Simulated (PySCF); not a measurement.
FRb, charge -1, doublet, at a GFN2-xTB geometry (such geometries of metal compounds can be far from the true shape) (a state made from the parent by changing its charge; the spin is typed, not shown lowest) (core potentials on Rb) (in this run its highest filled SCF level lies above zero, so its values depend strongly on the basis, on diffuse functions most of all); SVWN5/def2-SVP in PySCF.

Here is a job for PySCF.
```python
from pyscf import gto, scf, dft

mol = gto.Mole()
mol.atom = '''
    Rb   -0.000000   -0.000000   -0.657094
    F     0.000000    0.000000    2.701386
'''
mol.basis = 'def2-svp'
mol.ecp = {'Rb': 'def2-svp'}
mol.charge = -1
mol.spin = 1
mol.verbose = 4
mol.build()

mf = dft.UKS(mol)
mf.xc = 'lda,vwn'
mf.kernel()
mf.analyze()
```

### Question
What does PySCF print? Leave out banner, timings and long lists.

### Answer

```
PySCF version 2.14.0

[INPUT] verbose = 4
[INPUT] num. atoms = 2
[INPUT] num. electrons = 19
[INPUT] charge = -1
[INPUT] spin (= nelec alpha-beta = 2S) = 1
[INPUT] symmetry False subgroup None
[INPUT] Mole.unit = angstrom
[INPUT] Symbol           X                Y                Z      unit          X                Y                Z       unit  Magmom
[INPUT]  1 Rb     0.000000000000   0.000000000000  -0.657094000000 AA    0.000000000000   0.000000000000  -1.241727698095 Bohr   0.0
[INPUT]  2 F      0.000000000000   0.000000000000   2.701386000000 AA    0.000000000000   0.000000000000   5.104879696734 Bohr   0.0

nuclear repulsion = 12.7627242337367
number of shells = 16
number of NR pGTOs = 59
number of NR cGTOs = 38
basis = def2-svp
ecp = {'Rb': 'def2-svp'}

******** <class 'pyscf.dft.uks.UKS'> ********
method = UKS
initial guess = minao
damping factor = 0
level_shift factor = 0
DIIS = <class 'pyscf.scf.diis.CDIIS'>
diis_start_cycle = 1
diis_space = 8
diis_damp = 0
SCF conv_tol = 1e-09
SCF conv_tol_grad = None
SCF max_cycles = 50
direct_scf = True
direct_scf_tol = 1e-13
number electrons alpha = 10  beta = 9
XC library pyscf.dft.libxc version 7.1.2
    S. Lehtola, C. Steigemann, M. J. T. Oliveira, and M. A. L. Marques,  SoftwareX 7, 1–5 (2018)
XC functionals = lda,vwn
    P. A. M. Dirac,  Math. Proc. Cambridge Philos. Soc. 26, 376 (1930)
    F. Bloch,  Z. Phys. 57, 545 (1929)
    S. H. Vosko, L. Wilk, and M. Nusair,  Can. J. Phys. 58, 1200 (1980)
radial grids:
    Treutler-Ahlrichs [JCP 102, 346 (1995); DOI:10.1063/1.469408] (M4) radial grids

becke partition: Becke, JCP 88, 2547 (1988); DOI:10.1063/1.454033
pruning grids: <function nwchem_prune>
grids dens level: 3
symmetrized grids: False
atomic radii adjust function: <function treutler_atomic_radii_adjust>
small_rho_cutoff = 0
Set gradient conv threshold to 3.16228e-05
tot grids = 36176
init E= -120.15974424736

cycle= 1 E= -122.907426948777  delta_E= -2.75  |g|= 0.666  |ddm|= 1.85
cycle= 2 E= -110.724423165147  delta_E= 12.2  |g|= 1.97  |ddm|= 3.63
cycle= 3 E= -122.826211246989  delta_E= -12.1  |g|= 0.761  |ddm|=  3.2
cycle= 4 E= -122.831530073971  delta_E= -0.00532  |g|= 0.756  |ddm|= 0.046
cycle= 5 E= -122.916688036747  delta_E= -0.0852  |g|= 0.668  |ddm|= 0.485
cycle= 6 E= -123.029129360203  delta_E= -0.112  |g|= 0.412  |ddm|= 0.529
cycle= 7 E= -123.103825274695  delta_E= -0.0747  |g|= 0.228  |ddm|= 0.469
cycle= 8 E= -122.771129210963  delta_E= 0.333  |g|= 0.826  |ddm|= 1.32
cycle= 9 E= -123.111363198111  delta_E= -0.34  |g|= 0.192  |ddm|= 0.835
cycle= 10 E= -123.130964268418  delta_E= -0.0196  |g|= 0.0102  |ddm|= 0.271
cycle= 11 E= -123.131002947221  delta_E= -3.87e-05  |g|= 0.00388  |ddm|= 0.0116
cycle= 12 E= -123.131011485097  delta_E= -8.54e-06  |g|= 0.000224  |ddm|= 0.00646
cycle= 13 E= -123.131011477995  delta_E= 7.1e-09  |g|= 0.000331  |ddm|= 0.0012
cycle= 14 E= -123.131011535521  delta_E= -5.75e-08  |g|= 7.22e-05  |ddm|= 0.000543
cycle= 15 E= -123.131011538159  delta_E= -2.64e-09  |g|= 4.93e-06  |ddm|= 0.000133
cycle= 16 E= -123.131011538173  delta_E= -1.34e-11  |g|= 8.92e-07  |ddm|= 9.58e-06
Extra cycle  E= -123.13101153816  delta_E= 1.26e-11  |g|= 5.12e-06  |ddm|= 1.05e-05
converged SCF energy = -123.13101153816  <S^2> = 0.75027385  2S+1 = 2.0002738
**** SCF Summaries ****
Total Energy =                        -123.131011538160209
Nuclear Repulsion Energy =              12.762724233736693
One-electron Energy =                 -209.002988359248718
Two-electron Energy =                   73.109252587351818
Two-electron Coulomb Energy =           86.684070604177364
DFT Exchange-Correlation Energy =      -13.574818016825539
**** MO energy ****
                             alpha | beta                alpha | beta
MO #1   energy= -23.7218372761252  | -23.7209265347766  occ= 1 | 1
MO #2   energy= -1.05085444808738  | -1.04989494975306  occ= 1 | 1
MO #3   energy= -0.633641026644455 | -0.63190087840437  occ= 1 | 1
MO #4   energy= -0.457848641753585 | -0.456288247138397 occ= 1 | 1
MO #5   energy= -0.457848641753573 | -0.456288247138392 occ= 1 | 1
MO #6   energy= -0.450975617644107 | -0.449371987791526 occ= 1 | 1
MO #7   energy= -0.00352326846388909 | 0.000648078441065892 occ= 1 | 1
MO #8   energy= 0.00482318926388069 | 0.00581713234397646 occ= 1 | 1
MO #9   energy= 0.00482318926391713 | 0.00581713234398299 occ= 1 | 1
MO #10  energy= 0.0235654210530107 | 0.0378535770746566 occ= 1 | 0
MO #11  energy= 0.063098072732075  | 0.075833926388917  occ= 0 | 0
MO #12  energy= 0.0630980727321174 | 0.0758339263889222 occ= 0 | 0
MO #13  energy= 0.0776610627960014 | 0.0898017005115609 occ= 0 | 0
MO #14  energy= 0.102071960041071  | 0.109677768414711  occ= 0 | 0
MO #15  energy= 0.104893748580878  | 0.11483299950346   occ= 0 | 0
MO #16  energy= 0.104893765450593  | 0.114833399419978  occ= 0 | 0
MO #17  energy= 0.129656738408474  | 0.136497122792864  occ= 0 | 0
MO #18  energy= 0.129656738408478  | 0.136497122792869  occ= 0 | 0

spin_pop of  0 Rb 4s        0.00005
spin_pop of  0 Rb 5s        0.76825
spin_pop of  0 Rb 6s        0.01599
spin_pop of  0 Rb 7s        0.01988
spin_pop of  0 Rb 8s        0.00122
spin_pop of  0 Rb 4px       0.00251
spin_pop of  0 Rb 4py      -0.00305
spin_pop of  0 Rb 4pz      -0.00305
spin_pop of  0 Rb 5px       0.01821
spin_pop of  0 Rb 5py       0.00273
spin_pop of  0 Rb 5pz       0.00273
spin_pop of  0 Rb 6px       0.11918
spin_pop of  0 Rb 6py       0.00134
spin_pop of  0 Rb 6pz       0.00134
spin_pop of  0 Rb 4dxy      0.00064
spin_pop of  0 Rb 4dyz      0.00022
spin_pop of  0 Rb 4dz^2     0.00064
spin_pop of  0 Rb 4dxz     -0.00000
spin_pop of  0 Rb 4dx2-y2   -0.00000
spin_pop of  0 Rb 5dxy      0.00142
spin_pop of  0 Rb 5dyz      0.00038
spin_pop of  0 Rb 5dz^2     0.00142
spin_pop of  0 Rb 5dxz     -0.00000
spin_pop of  0 Rb 5dx2-y2   -0.00000
spin_pop of  1 F 1s       -0.00000
spin_pop of  1 F 2s        0.00262
spin_pop of  1 F 3s        0.00805
spin_pop of  1 F 2px      -0.00310
spin_pop of  1 F 2py      -0.00310
spin_pop of  1 F 2pz       0.04274
spin_pop of  1 F 3px       0.00002
spin_pop of  1 F 3py       0.00002
spin_pop of  1 F 3pz       0.00072
spin_pop of  1 F 3dxy      0.00000
spin_pop of  1 F 3dyz      0.00000
spin_pop of  1 F 3dz^2     0.00000
spin_pop of  1 F 3dxz      0.00000
spin_pop of  1 F 3dx2-y2    0.00000
In total            10.00000 | 9.00000

WARN: System has nonzero charge -1; the dipole moment is origin-dependent.
Location of origin: [0. 0. 0.]

Dipole moment(X, Y, Z, Debye): -0.00000,  0.00000, -2.60122
```
